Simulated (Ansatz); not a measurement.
`O[SiH]([SiH3])[SiH3]` → `[SiH3]`• + `O[SiH][SiH3]`•  (homolysis of the Si–Si bond)

Computed with Ansatz on PBE0-D4/def2-TZVP structures; ΔE is electronic, products minus reactants. CCSD(T)/CBS adds triple-zeta CCSD(T) − MP2 to the extrapolated MP2 energy (def2 sets, frozen cores). This one scheme is used for every species. DFT in def2-TZVPP. Open shells (•) are unrestricted, without spin–orbit coupling. Each species was taken in one conformer, which may not be the lowest.

```tsv
level	ΔE (kcal/mol)
revPBE-D4	70.5
CAM-B3LYP-D4	73.3
ωB97X-V	77.9
B2PLYP	71.9
RPA@PBE/def2-TZVPP	70.8
SCS-MP2/def2-TZVPP	75.4
HF/def2-QZVPP	54.4
CCSD/CBS(def2)	75.7
```

Q: What does CCSD(T)/CBS give? (An estimate is asked.)

A: Ansatz gave: +77.1 kcal/mol. The listed levels differ from it by -6.6, -3.8, 0.8, -5.2, -6.3, -1.7, -22.7, -1.4 kcal/mol.

Largest T1 diagnostic among the species: 0.016.

From PBE to PBE0 (25 % exact exchange), in def2-TZVPP and without D4, ΔE moves by +1.3 kcal/mol. In def2-TZVPP, CCSD(T) changes the Hartree–Fock value by +19.7 kcal/mol (the triples alone add +1.4 kcal/mol) and MP2 by +20.2 kcal/mol; breaking electron pairs costs correlation energy, which Hartree–Fock lacks.

CCSD(T)/CBS has its own doubt, a few kJ/mol and more with outer-core shells, so smaller differences from it don't rank the levels.
